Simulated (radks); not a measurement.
Results of a calculation; reference values are marked as such.
All-electron atom: P6+ in [He] 2s2 2p5 (the NIST ground configuration).

Level of theory: scalar-relativistic Kohn-Sham, r2SCAN, spin-polarised, spherical densities, finite nucleus; open shells are filled with parallel spins first; meta-GGA in the generalised Kohn-Sham scheme; Fermi nuclear charge, rms radius 3.1889 fm (a radial shooting solver on a logarithmic mesh with Libxc functionals).

Energy parts (eV):
total: -8910.009
kinetic: 8943.309
electron-nucleus: -20129.387
Hartree: 2817.339
exchange-correlation: -541.270

Orbitals (lengths in bohr, moments of r in powers of bohr; <r^-3> diverges for s and p1/2):
orbital  occ.  eigenvalue (eV)   <1/r>    <r^2>  <r^-3>
1s up       1        -2233.867   14.65  0.01443       -
1s down     1        -2231.353   14.66  0.01439       -
2s up       1        -298.0390   2.940   0.2949       -
2s down     1        -293.6105   2.919   0.2983       -
2p up       3        -248.7389   2.836   0.2579   69.98
2p down     2        -243.4496   2.816   0.2628   68.99
3s up       0         -87.2696  0.9942    2.325       -
3s down     0         -86.3694  0.9817    2.371       -

The highest occupied level is 2p down at -243.45 eV. Spin moment in Bohr magnetons: 1. For comparison, the ionisation energy in NIST's Atomic Spectra Database is 263.6 eV (semi-empirical). In exact Kohn-Sham theory the highest level is minus the ionisation energy, but local and semilocal functionals leave it too shallow, through self-interaction and a potential that decays too fast; potentials with the right tail come closer. The density falls to 0.001 e/bohr^3 at r = 1.54 bohr. The electron density at the nucleus is 2391 e/bohr^3 (large components only).
